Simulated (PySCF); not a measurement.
A structure optimised at PBE-D3(BJ)/def2-SVP, used in a PySCF frequency run:

```
O
C 1 1.3415
O 2 1.2181 1 125.76
H 2 1.1185 3 123.41 1 -179.82
Si 1 1.7305 2 122.76 4 -178.67
F 5 1.6260 1 104.35 2 98.57
O 5 1.6422 6 113.02 1 119.39
H 7 0.9885 5 109.15 6 -88.90
H 5 1.4792 6 108.70 1 -114.32
```

### Question
Write its SMILES and formula.

### Answer
O=CO[Si@@H](O)F, CH3FO3Si

### Question
What are its rotational constants (standard atomic weights)?

### Answer
4.7862, 2.2796, 1.9065 GHz
